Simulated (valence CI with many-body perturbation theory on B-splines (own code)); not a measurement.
# Hyperfine factors and g values of Zr¹⁷⁺

Calculated by configuration interaction combined with many-body perturbation theory (CI+MBPT): five valence electrons over a frozen Dirac-Fock core [Ar], a basis of 7 s, 7 p, 8 d, 6 f, 4 g, 1 h functions for each j, with the one-electron correlation potential Σ1 (screened to all orders), the two-electron term Σ2, the three-electron term Σ3, Breit, model QED; selected single and double excitations, second order for the rest (own B-spline code, finite nucleus).

No measured spectrum was set against this ion. As an estimate, terms of the open shell hold to 2 to 4 % of their energy, and close levels can change places. Core correlation moves these levels by up to 11000 cm⁻¹, and in measured spectra 5 to 20 % of such shifts remained as error; rates that hang on mixing are uncertain with them. Only levels of the ground parity were solved; by the run's estimate the other parity begins above the list, which can be wrong where configurations are misplaced.

A/g_I is the dipole constant over the nuclear g factor μ/I (μ in nuclear magnetons, uniformly magnetised nucleus), B/Q the quadrupole constant per barn. Both hold the static response of the core; the bare values leave it out. Large factors of s and p1/2 electrons are usually good to 5 to 10 %; those of open d and f shells near neutrality can be off by tens of per cent, and small factors of p3/2, d and f electrons come from cancelling terms and can be off by a factor of two or in sign, in half-filled shells by more. B is blank for J = 1/2, where it vanishes, and for nearly pure S terms. Energies count from the lowest level.

Names give the largest LS component (configuration and term), which can be under half, so a name can repeat, a term be missing and a line seem to break the LS rules; names also repeat where a configuration has a term twice. Letters in brackets count levels of one name in rising energy.

```
         Level  E (cm⁻¹)      g  A/g_I (MHz)  A/g_I bare  B/Q (MHz/b)  B/Q bare
    3d⁵ ⁶S_5/2         0  1.981         -572        52.9                       
3d⁵ ⁴G_5/2 [a]     83097  0.919         4600        4590         3910      4020
    3d⁵ ⁴G_7/2     89674  1.015         4460        4510         2360      2430
   3d⁵ ⁴G_11/2     90117  1.257         4320        4500        -94.3     -92.8
    3d⁵ ⁴G_9/2     92067  1.169         4140        4270         1760      1810
3d⁵ ⁴G_5/2 [b]     92734  1.160         3170        3310         2690      2770
    3d⁵ ⁴P_3/2     95004  1.486         3510        3830         3640      3740
    3d⁵ ⁴P_1/2    100960  2.049        -2300       -1620                       
    3d⁵ ⁴D_7/2    109900  1.382         2640        2910         1930      1970
    3d⁵ ⁴D_5/2    117930  1.373         3560        3820        -1740     -1790
    3d⁵ ⁴D_1/2    118480  0.597         9460        9240                       
    3d⁵ ⁴D_3/2    121400  1.368         4190        4440        -1830     -1890
   3d⁵ ²I_11/2    128790  0.955         5270        5280          583       599
   3d⁵ ²I_13/2    134790  1.075         5110        5180        -21.9     -19.1
3d⁵ ²F_5/2 [a]    139110  1.095         3760        3850         1530      1580
3d⁵ ²D_3/2 [a]    141220  0.681         7770        7610         -470      -480
3d⁵ ²F_7/2 [a]    142310  1.135         5160        5270        -4220     -4330
    3d⁵ ⁴F_9/2    144920  1.198         4030        4180         42.9      35.3
    3d⁵ ⁴F_5/2    153890  1.015         5080        5130        -4270     -4390
    3d⁵ ²H_9/2    159920  1.072         4820        4890         1350      1390
3d⁵ ²F_7/2 [b]    161540  1.179         3920        4060        -1390     -1430
    3d⁵ ⁴F_3/2    164360  0.585         7980        7770         -952      -974
3d⁵ ²G_7/2 [a]    168580  0.948         6260        6260        -2890     -2970
3d⁵ ²F_5/2 [b]    174180  0.955         4160        4170         3490      3590
   3d⁵ ²H_11/2    174550  1.068         4990        5060         -542      -555
3d⁵ ²G_9/2 [a]    180930  1.078         4660        4740         -775      -802
3d⁵ ²F_7/2 [c]    182680  1.144         4890        5000          921       955
3d⁵ ²F_5/2 [c]    185000  1.006         4830        4870        -3200     -3290
    3d⁵ ²S_1/2    193580  1.983         -838        -214                       
3d⁵ ²D_3/2 [b]    215740  0.805         6150        6070        -1720     -1770
3d⁵ ²D_5/2 [a]    222210  1.166         4150        4280        -1030     -1060
3d⁵ ²G_9/2 [b]    240120  1.109         4570        4670        -2370     -2430
3d⁵ ²G_7/2 [b]    243000  0.897         6090        6060         3250      3340
    3d⁵ ²P_3/2    285340  1.276         4250        4450        -4180     -4300
    3d⁵ ²P_1/2    291040  0.698          592         457                       
3d⁵ ²D_5/2 [b]    314930  1.198         3570        3720        -1430     -1470
3d⁵ ²D_3/2 [c]    319370  0.850         8140        8080         5510      5660
```

Take the isotope of mass number 91, with I = 5/2, μ = -1.3022 μN and Q = -0.176 b. What is the hyperfine structure of 3d⁵ ⁴G_7/2?

From the table A = -2320 MHz, B = -416 MHz. Shifts from the centre of gravity in MHz: F = 1: 25900, F = 2: 21400, F = 3: 14500, F = 4: 5340, F = 5: -6270, F = 6: -20400.
